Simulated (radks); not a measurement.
The numbers below are computed, except where a source is named.
Excited configurations of In: one electron is placed in a higher orbital outside [Kr] 4d10 5s2. The ground configuration is [Kr] 4d10 5s2 5p1. Code: a radial shooting solver on a logarithmic mesh with Libxc functionals. Model: Dirac Kohn-Sham, PBE, spin-unpolarised, spherical densities, finite nucleus; open shells are shared between the two j in proportion to 2j + 1; Fermi nuclear charge, rms radius 4.6156 fm. Excitation = E - E(ground); binding = E(ion) - E, where the ion is the core of charge +1; n* = 1/sqrt(2 binding) in atomic units, and the quantum defect is n - n*.

outer orbital  excitation (eV)  binding (eV)     n*  quantum defect
4f                       4.462         0.912  3.863           0.137
5d                       3.700         1.674  2.850           2.150
5f                       4.744         0.631  4.645           0.355
6s                       2.594         2.780  2.212           3.788
6p                       3.420         1.954  2.639           3.361
6d                       4.308         1.066  3.572           2.428
6f                       4.919         0.456  5.463           0.537
7s                       3.941         1.433  3.081           3.919
7d                       4.669         0.705  4.392           2.608
7f                       5.031         0.343  6.295           0.705

The Delta-SCF ionisation energy is 5.374 eV (NIST Atomic Spectra Database: 5.786 eV, measured). Self-interaction in the functional shifts the binding energies and quantum defects, so they are the method's values and not measured ones. Spin polarisation and multiplet splitting are left out, so open shells lie too high by an amount that depends on their filling. Sharing an open shell by 2j + 1 raises it above the true ground level by a part of the spin-orbit splitting, which enters the differences from NIST.

Beside tabulated values, note that spin-unpolarised runs miss the spin-polarisation part of the exchange energy of open shells.
